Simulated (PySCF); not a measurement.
Atom-mapped SMILES (the numbers label the heavy atoms): `[CH3:1][SiH2:2][SiH2:3][Cl:4]`. Hydrogens are named by the atom that carries them.

Geometry: PBE0-D3(BJ)/def2-SVP; GIAO absolute shieldings from PySCF, gas phase, non-relativistic, averaged over equivalent atoms.

At PBE0/6-31G* (82 basis functions, 6.7 s wall time on 1 thread of an Arm Neoverse V1, shared host):
| atoms | σ (ppm) |
| --- | --- |
| C1 | 203.7 |
| Si3 | 409.0 |
| Si2 | 459.5 |
| Cl4 | 1065.8 |
| H(Si3) | 26.70 |
| H(Si2) | 27.80 |
| H(C1) | 31.85 |

Q: What do these become at mPW1PW91/pcSseg-2?

A: 
```json
{"atoms": "C1", "σ at mPW1PW91/pcSseg-2": "194.0", "change": "-9.7"}
{"atoms": "Si3", "σ at mPW1PW91/pcSseg-2": "365.4", "change": "-43.6"}
{"atoms": "Si2", "σ at mPW1PW91/pcSseg-2": "407.4", "change": "-52.1"}
{"atoms": "Cl4", "σ at mPW1PW91/pcSseg-2": "1031.1", "change": "-34.7"}
{"atoms": "H(Si3)", "σ at mPW1PW91/pcSseg-2": "26.14", "change": "-0.56"}
{"atoms": "H(Si2)", "σ at mPW1PW91/pcSseg-2": "27.29", "change": "-0.51"}
{"atoms": "H(C1)", "σ at mPW1PW91/pcSseg-2": "31.07", "change": "-0.78"}
```

The largest change is at Si2 (silicon bonded to C, Si, 2 H). Cost: 263 basis functions, 23 s wall time on 1 thread of an Arm Neoverse V2, shared host.
